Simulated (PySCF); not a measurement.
**Structure elucidation problem**

Molecular formula: C8H10N2Si. Simulated spectra:

1H NMR (300 MHz, computed): δ 8.25 (d, 1H), 7.80 (d, 1H), 7.35 (m, 1H), 7.33 (m, 1H), 6.97 (m, 1H), 3.98 (t, 3H), 2.56 (q, 2H).

13C{1H} NMR (computed): δ 155.1 (C), 149.5 (C), 127.6 (CH), 127.5 (CH), 123.6 (CH), 117.0 (CH), 109.7 (CH), 14.5 (CH2).

- geometry from GFN2-xTB
- PBE0/pcSseg-1 with gauge-including orbitals
- program: PySCF 2.14.0 with density-fitted response routines
- single conformer, non-relativistic, gas phase, rapidly exchanging positions averaged

Scale: 1H (σ = 31.72 ppm), 13C (σ = 186.93 ppm) against TMS (reference shieldings calculated alike).

Task: Which of these isomers gave the spectra?
A. Cn1ncc2cc([SiH3])ccc21
B. C#Cc1c(CC)cnnc1[SiH3]
C. [SiH3]Cc1cn2ccccc2n1

Result: C. 

Rings plus π bonds: 6 (2 rings in the answer). 8 carbon signals for 8 carbons: no two carbons are equivalent. Carbon types of the structure: 2 × C, 5 × CH, 1 × CH2, leaving 3 H on heteroatoms. δC 155.1: substituted aromatic carbon next to a ring nitrogen. δC 149.5: ring-fusion aromatic carbon. δC 127.6, 109.7: aromatic CH next to a ring nitrogen. δC 127.5, 123.6, 117.0: aromatic CH. δH 2.56: hydrogen on an sp3 CH2 bonded to Si, on an aromatic ring; benzylic-type position, deshielded by the ring.

The others: C#Cc1c(CC)cnnc1[SiH3] would give 5 signals for carbon-bound and other non-exchanging H, not 7; Cn1ncc2cc([SiH3])ccc21 would give 6 signals for carbon-bound and other non-exchanging H, not 7.

Shifts are as computed. Against solution values, carbons near 30 ppm lie about +3 ppm off and those near 130 ppm about +5 ppm. Of 1211 compounds with measured shifts, 218 miss one by over three times the rms of a fit or turn the order of signals round; such compounds aren't used in these exercises. Multiplicities follow the n + 1 count of equivalent neighbours, as no J values were calculated; m marks all less simple cases, F and P coupling included.
